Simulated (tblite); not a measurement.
Compound: C5H7ClOSi.
Numbering: `[CH:1]#[C:2][CH2:3][C:4](=[O:5])[SiH2:6][CH2:7][Cl:8]` (hydrogens: H9 on C1; H10, H11 on C3; H12, H13 on Si6; H14, H15 on C7)

Geometry (GFN2-xTB, Å), atoms numbered from 1 in this order:
```
atom  x, y, z in Å
C1    -3.0232    0.7930    0.0950
C2    -2.3173   -0.1148   -0.2368
C3    -1.4723   -1.2010   -0.6753
C4    -0.0453   -0.7444   -0.9196
O5     0.5922   -1.1514   -1.8615
Si6    0.7147    0.4918    0.3529
C7     2.5953    0.4158    0.0492
Cl8    3.4188    1.5384    1.1690
H9    -3.6534    1.5769    0.3917
H10   -1.8805   -1.6655   -1.5775
H11   -1.4227   -1.9596    0.1132
H12    0.2109    1.8367    0.0884
H13    0.3907    0.0398    1.7063
H14    3.0197   -0.5699    0.2307
H15    2.8680    0.7221   -0.9590
```

Level: GFN2-xTB in tblite, geometry and Hessian alike; calculated harmonic values, unscaled, isolated species. The method is semi-empirical: single wavenumbers can be off by several per cent or more. Modes of hydrogen on silicon can be 10 to 20 % off. One conformer, not necessarily the lowest.

Harmonic wavenumbers (cm⁻¹): 30.0, 38.4, 49.7, 65.5, 113.0, 175.1, 235.2, 290.2, 321.0, 411.0, 440.5, 509.9, 579.9, 595.0, 642.4, 659.6, 675.7, 704.4, 732.9, 748.8, 769.5, 870.8, 1014.9, 1066.4, 1079.5, 1109.8, 1183.8, 1250.8, 1402.9, 1421.0, 1730.3, 2272.8, 2290.8, 2298.7, 2932.7, 2962.4, 2988.3, 2991.7, 3400.7.

A = 2780, B = 638.7, C = 535.3 MHz; mass 145.995 u (most abundant isotopes); point group C1, symmetry number 1.

Task: Zero-point energy?

Result: Half the sum of the wavenumbers: 21528 cm⁻¹ = 61.55 kcal/mol.

Task: Give the ideal-gas entropy at 298.15 K and 1 bar in the rigid-rotor, harmonic-oscillator model (classical rotation).

Result: Translation 40.87, rotation 30.20, vibration 36.52: S = 107.6 cal/(mol K).

Task: And Cp and H(298.15 K) − H(0)?

Result: Cp = 39.14 cal/(mol K), of which vibrations give 31.19 (their classical limit is 39 R = 77.5); H(298.15 K) − H(0) = 7.48 kcal/mol without the zero-point energy, 5.11 from vibrations.

Task: Which modes carry the vibrational entropy at 298.15 K?

Result: 30.0 cm⁻¹: 5.83; 38.4 cm⁻¹: 5.34; 49.7 cm⁻¹: 4.83; 65.5 cm⁻¹: 4.28; 113.0 cm⁻¹: 3.22; 175.1 cm⁻¹: 2.38 cal/(mol K); the other 33 give 10.64 together.

Task: What must be added to the electronic energy to get the Gibbs energy at 298.15 K and 1 bar?

Result: ZPE + [H(298.15 K) − H(0)] − T·S = 61.55 + 7.48 − 32.08 = 36.95 kcal/mol.

Hindered rotation and anharmonicity are outside this model. Other conformers, if any are populated, would add a mixing term that is left out. The structure is chiral; the term R ln 2 for an equal mix with its mirror image is left out.

On an Arm Neoverse N1 with one thread (shared host), this took 0.95 s of wall time. This covers the Hessian and the dipole derivatives.
